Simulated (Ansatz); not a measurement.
Consider the hydrogenolysis of the Si–S bond: `CS[SiH2][SiH3]` + H₂ → `[SiH3][SiH3]` + CH₃SH.

Calculated with Ansatz (gas phase, PBE0-D4/def2-TZVP geometries, no zero-point term in ΔE). CBS: MP2 limit from def2 TZ/QZ plus the TZ coupled-cluster correction, frozen cores. This one scheme is used for every species. Functionals use def2-TZVPP. B3LYP here is the variant with VWN-RPA as its local correlation; programs differ in this. Each species was taken in one conformer, which may not be the lowest.

| level | ΔE (kJ/mol) | difference from CCSD(T)/CBS |
| --- | --- | --- |
| PBE0-D4 | 37.7 | 0.1 |
| B3LYP-D4 | 35.1 | -2.5 |
| ωB97X-V | 31.7 | -5.9 |
| B2PLYP | 28.7 | -8.9 |
| PBE | 32.6 | -5.0 |
| r2SCAN | 37.9 | 0.3 |
| PBE0 | 30.0 | -7.6 |
| B3LYP | 21.1 | -16.5 |
| HF/def2-TZVPP | 8.4 | -29.2 |
| MP2/def2-TZVPP | 42.6 | 5.0 |
| SCS-MP2/def2-TZVPP | 33.4 | -4.2 |
| CCSD/def2-TZVPP | 25.2 | -12.4 |
| HF/def2-QZVPP | 8.1 | -29.5 |
| MP2/def2-QZVPP | 46.1 | 8.5 |
| MP2/CBS(def2) | 48.9 | 11.3 |
| CCSD/CBS(def2) | 31.5 | -6.1 |
| CCSD(T)/CBS | 37.6 | 0 |

Largest T1 diagnostic among the species: 0.013.

In def2-TZVPP, CCSD(T) changes the Hartree–Fock value by +22.9 kJ/mol (the triples alone add +6.1 kJ/mol) and MP2 by +34.2 kJ/mol. The D4 term adds +14.0 kJ/mol with B3LYP and +7.7 kJ/mol with PBE0; it sums over pairs of atoms, weighted by their polarisabilities, and B3LYP, whose exchange is more repulsive, gets the larger term.
